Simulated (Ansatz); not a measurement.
Stepwise reaction of `[OH][Nb]([OH])([OH])([OH])[Cl]` with hydrogen chloride, as a gas-phase model of exchange steps in deposition or etching. ΔE in kJ/mol.

Calculated with Ansatz (gas phase, PBE0-D4/def2-TZVP geometries, no zero-point term in ΔE). CBS: MP2 limit from def2 TZ/QZ plus the TZ coupled-cluster correction, frozen cores. This one scheme is used for every species. DFT in def2-TZVPP. B3LYP here is the variant with VWN-RPA as its local correlation; programs differ in this. def2 core potentials past Kr. For Nb outer-core shells are correlated without core-valence functions, which leaves a few kJ/mol of doubt a bond. Each species was taken in one conformer, which may not be the lowest.

```csv
step,reaction,PBE-D4,B3LYP-D4,ωB97M-V,CCSD(T)/CBS
1,`[OH][Nb]([OH])([OH])([OH])[Cl]` + HCl → `[OH][Nb]([OH])([OH])([Cl])[Cl]` + H₂O,-6.7,-5.7,-4.3,-9.3
2,`[OH][Nb]([OH])([OH])([Cl])[Cl]` + HCl → `[OH][Nb]([OH])([Cl])([Cl])[Cl]` + H₂O,-27.8,-22.1,-15.7,-25.3
```

Task: By hand: ΔE of the 2 steps together at CCSD(T)/CBS.

Result: (-9.3) + (-25.3) = -34.6 kJ/mol, or -17.3 kJ/mol a step.

In ΔE each step is lower than the one before. All are downhill at CCSD(T)/CBS. PBE-D4 differs from CCSD(T)/CBS by -2.5 to 2.6 kJ/mol a step. Only this route is followed, and other bonds may react first. Isolated molecules leave out the surface, adducts and barriers. Largest T1 diagnostic: 0.021.
